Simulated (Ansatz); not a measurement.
Molecule: sum formula SiN₂H₃Br₂, charge 0, multiplicity 2. It need not be the lowest isomer of its formula. SMILES: N[Si](Br)([NH])Br
Structure (B3LYP-D3(BJ)/def2-TZVP (Ansatz, a quantum-chemistry and plane-wave program) minimum search):
```
Si
N 1 1.6864
H 2 1.0063 1 122.37
H 2 1.0081 3 113.35 1 -158.18
N 1 1.7232 2 108.32 3 163.86
H 5 1.0209 1 115.58 2 -158.25
Br 1 2.2284 2 107.16 3 37.03
Br 1 2.2458 2 115.77 3 -83.11
```
Charge 0, spin multiplicity 2.

Parts of the frozen-core correlation energy in def2-SVP (Ansatz, hartree). Frozen orbitals: 35; correlated occupied orbitals by spin: 16 and 15; virtual: 74 and 75. UHF or UKS for open shells. No spin-orbit coupling. Non-relativistic.

| term | value |
|---|---|
| reference (HF) | -5543.71610 |
| MP2 opposite-spin | -0.46308 |
| MP2 same-spin | -0.16399 |
| CCSD correlation | -0.67462 |
| (T) | -0.01777 |
| T1 diagnostic | 0.013 |
| largest doubles amplitude | 0.018 |
| <S^2> of the reference | 0.758 |
